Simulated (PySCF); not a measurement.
PySCF job for F5Si2, SMILES F[Si](F)(F)[Si](F)F, multiplicity 2, B3LYP-D3(BJ)/def2-SVP. Geometry optimised at B3LYP-D3(BJ)/def2-SVP. The isomer is the one that the SMILES or the coordinates give; other isomers of the formula were not compared. One conformer was computed; it need not be the lowest.

```python
import numpy as np
from pyscf import gto, scf, dft, df
from pyscf.hessian import thermo

mol = gto.M(
    atom='''
    F     1.99310851    0.24451127    1.30392966
    Si    1.35377423   -0.48181768    0.00000000
    F     1.99310850    0.24451127   -1.30392967
    Si   -0.96153497    0.00862889    0.00000000
    F    -1.33889666    1.57071807   -0.00000000
    F    -1.62873516   -0.66183458   -1.29959553
    F    -1.62873516   -0.66183458    1.29959553
    ''',
    basis='def2-SVP',
    charge=0,
    spin=1,
    max_memory=1600,
    verbose=3,
)
mf = dft.UKS(mol, xc='b3lyp').density_fit(auxbasis='def2-universal-jkfit')
mf.disp = 'd3bj'
mf.grids.level = 3
mf.conv_tol = 1e-11
mf.max_cycle = 100
mf.kernel()
fine, coarse = mf.grids, dft.Grids(mol).set(level=1).build(with_non0tab=True)
for _ in range(3):  # follow internal instabilities
    mf.grids = coarse
    mo, _, stable, _ = mf.stability(return_status=True, nroots=4)
    mf.grids = fine
    if stable:
        break
    mf.kernel(mf.make_rdm1(mo, mf.mo_occ))

# [left out here: the lines that compute and print the analytic Hessian (its translational invariance restored by hand, since the grid's response is missing), thermochemistry and intensities]
```

Output:

```

WARN: HOMO -0.185922979705093 >= LUMO -0.185922979705094

converged SCF energy = -1077.91296705103  <S^2> = 0.75268135  2S+1 = 2.0026796
<class 'pyscf.df.df_jk.DFUKS'> wavefunction is stable in the internal stability analysis

WARN: DFTD3 does not support analytical Hessian, using finite difference


WARN: Mole.unit (angstrom) is changed to Bohr

Mode                                 0                   1                   2
Irrep
Freq [cm^-1]                       27.0970             82.7232             97.1877
Reduced mass [au]                  19.2424             19.2518             19.6133
Force const [Dyne/A]                0.0083              0.0776              0.1091
Char temp [K]                      38.9865            119.0202            139.8315
Normal mode                   x     y     z       x     y     z       x     y     z
       0   F                -0.01 -0.12  0.03    0.11 -0.03 -0.01   -0.06  0.06  0.00
       1  Si                 0.00 -0.00 -0.04    0.00 -0.00  0.02    0.02 -0.01 -0.00
       2   F                 0.01  0.12  0.03   -0.11  0.03 -0.01   -0.06  0.06 -0.00
       3  Si                 0.00 -0.00 -0.01    0.00 -0.00  0.03    0.01 -0.05 -0.00
       4   F                 0.00 -0.00 -0.08    0.00 -0.00 -0.02    0.17 -0.02  0.00
       5   F                -0.03 -0.07  0.04    0.10 -0.02 -0.02   -0.05  0.00  0.00
       6   F                 0.03  0.07  0.04   -0.10  0.02 -0.02   -0.05  0.00 -0.00
Mode                                 3                   4                   5
Irrep
Freq [cm^-1]                      187.1966            188.6912            281.8467
Reduced mass [au]                  20.3679             19.6614             20.8337
Force const [Dyne/A]                0.4205              0.4124              0.9751
Char temp [K]                     269.3342            271.4846            405.5146
Normal mode                   x     y     z       x     y     z       x     y     z
       0   F                 0.09  0.00  0.03    0.11  0.01 -0.03    0.00  0.04 -0.04
       1  Si                 0.00  0.00  0.07    0.03  0.03 -0.00    0.05 -0.07  0.00
       2   F                -0.09 -0.00  0.03    0.11  0.01  0.03    0.00  0.04  0.04
       3  Si                -0.00 -0.00 -0.05   -0.04 -0.02  0.00   -0.00 -0.05 -0.00
       4   F                 0.00 -0.00 -0.06    0.00 -0.01  0.00   -0.06 -0.07  0.00
       5   F                -0.09  0.04 -0.02   -0.10 -0.01  0.03   -0.01  0.09 -0.07
       6   F                 0.09 -0.04 -0.02   -0.10 -0.01 -0.03   -0.01  0.09  0.07
Mode                                 6                   7                   8
Irrep
Freq [cm^-1]                      299.0142            314.7545            334.5425
Reduced mass [au]                  20.2809             21.1326             22.8432
Force const [Dyne/A]                1.0684              1.2335              1.5063
Char temp [K]                     430.2149            452.8616            481.3322
Normal mode                   x     y     z       x     y     z       x     y     z
       0   F                 0.02 -0.00  0.01   -0.03 -0.04  0.11    0.03 -0.03  0.03
       1  Si                -0.00  0.00  0.02    0.09  0.04  0.00   -0.07  0.10  0.00
       2   F                -0.02  0.00  0.01   -0.03 -0.04 -0.11    0.03 -0.03 -0.03
       3  Si                -0.00  0.00 -0.08    0.03 -0.01 -0.00   -0.04 -0.06  0.00
       4   F                 0.00  0.00  0.14   -0.04 -0.03  0.00    0.05 -0.04 -0.00
       5   F                -0.02 -0.10 -0.03   -0.04  0.03  0.01    0.02  0.03 -0.08
       6   F                 0.02  0.10 -0.03   -0.04  0.03 -0.01    0.02  0.03  0.08
Mode                                 9                  10                  11
Irrep
Freq [cm^-1]                      474.6625            822.2364            875.8014
Reduced mass [au]                  23.4645             20.9719             21.7363
Force const [Dyne/A]                3.1148              8.3537              9.8231
Char temp [K]                     682.9336           1183.0152           1260.0833
Normal mode                   x     y     z       x     y     z       x     y     z
       0   F                -0.00  0.01  0.03   -0.03 -0.04 -0.06    0.04  0.05  0.08
       1  Si                 0.07 -0.04  0.00    0.04  0.05  0.00   -0.07 -0.06  0.00
       2   F                -0.00  0.01 -0.03   -0.03 -0.04  0.06    0.04  0.05 -0.08
       3  Si                -0.12  0.02  0.00    0.08 -0.01  0.00    0.07 -0.00  0.00
       4   F                 0.02  0.08 -0.00   -0.02  0.09  0.00   -0.02  0.05 -0.00
       5   F                 0.02 -0.04 -0.06   -0.04 -0.04 -0.07   -0.03 -0.03 -0.05
       6   F                 0.02 -0.04  0.06   -0.04 -0.04  0.07   -0.03 -0.03  0.05
Mode                                12                  13                  14
Irrep
Freq [cm^-1]                      930.3016            976.4383            976.8473
Reduced mass [au]                  22.3941             22.5721             22.5397
Force const [Dyne/A]               11.4191             12.6798             12.6722
Char temp [K]                    1338.4969           1404.8772           1405.4658
Normal mode                   x     y     z       x     y     z       x     y     z
       0   F                -0.05 -0.05 -0.09   -0.00 -0.00 -0.00    0.01  0.01  0.01
       1  Si                 0.00  0.00  0.13    0.01  0.00  0.00    0.00  0.00 -0.01
       2   F                 0.05  0.05 -0.09   -0.00 -0.00  0.00   -0.01 -0.01  0.01
       3  Si                -0.00  0.00 -0.02    0.01  0.13  0.00    0.00  0.00 -0.13
       4   F                 0.00 -0.00  0.00    0.03 -0.13 -0.00    0.00 -0.00  0.00
       5   F                 0.00  0.01  0.01   -0.03 -0.03 -0.05    0.05  0.05  0.09
       6   F                -0.00 -0.01  0.01   -0.03 -0.03  0.05   -0.05 -0.05  0.09
temperature 298.1500 [K]
pressure 101325.00 [Pa]
Rotational constants [GHz] 2.51331 1.16036 1.02717
Symmetry number 1
Zero-point energy (ZPE) 0.01565 [Eh]   41087.784 [J/mol]
                           tot       elec      trans        rot        vib
Entropy [J/mol/K]       402.378      5.763    171.333    121.601    103.681
Cv [J/mol/K]            108.482      0.000     12.472     12.472     83.538
Cp [J/mol/K]            116.796      0.000     20.786     12.472     83.538
Internal energy [J/mol]                      3718.434   3718.434  56055.583
Internal energy [Eh]   -1077.88878  -1077.91297
Enthalpy [J/mol]                             6197.391   3718.434  56055.583
Enthalpy [Eh]          -1077.88784
Gibbs free energy [J/mol]                  -44885.589 -32536.946  25143.236
Gibbs free energy [Eh] -1077.93353
mode   freq/cm-1   IR/(km/mol)
   1       27.10         0.602
   2       82.72         2.863
   3       97.19         4.052
   4      187.20         0.186
   5      188.69         0.092
   6      281.85        32.238
   7      299.01        14.702
   8      314.75        49.756
   9      334.54        42.839
  10      474.66        39.826
  11      822.24       237.263
  12      875.80        30.170
  13      930.30        89.196
  14      976.44       153.503
  15      976.85       179.494
max |gradient| / (hartree/bohr): 0.00016448002226449846
APT charges: [-0.5354  1.0785 -0.5353  1.909  -0.6664 -0.6252 -0.6252]
```

Self-consistency was reached.
